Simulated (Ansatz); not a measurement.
Molecule: YBr$_{2}$, charge 0, multiplicity 2. The spin state was set by rule; other spins were not relaxed. SMILES: [Br][Y][Br]
Coordinates optimised at B3LYP-D3(BJ)/def2-TZVP (Ansatz, an electronic-structure program):
```
Y
Br 1 2.5977
Br 1 2.5977 2 129.09
```
Charge 0, spin multiplicity 2.

Wanted: vertical ionisation energy (to the singlet state of charge +1; each state is the SCF solution reached for its spin), in eV. Cores are frozen in the correlated levels unless marked. Open shells are spin-unrestricted. No spin-orbit coupling. Frozen are the shells of the preceding noble gas and the d and f shells that filled before the atom's block. Past Kr the def2 sets carry scalar-relativistic core potentials. Basis-set limits of correlation are two-point, X^-3; Hartree-Fock from the larger set. The bracket is a focal-point correction in the basis named.

```
level                                                          program  vertical ionisation energy (eV)
-------------------------------------------------------------  -------  -------------------------------
SVWN5/def2-TZVPD                                                Ansatz                             6.82
PBE/def2-TZVPD                                                  Ansatz                             6.64
RI-MP2/def2-QZVPPD                                              Ansatz                             6.45
SCS-MP2/def2-SVPD                                               Ansatz                             6.42
CCSD/def2-TZVPPD                                                Ansatz                             6.51
RI-MP2/CBS(def2-TZVPPD,def2-QZVPPD)+[CCSD(T)-MP2]/def2-SVPD     Ansatz                             6.49
RI-MP2/CBS(def2-TZVPPD,def2-QZVPPD)+[CCSD(T)-MP2]/def2-TZVPPD   Ansatz                             6.51
```
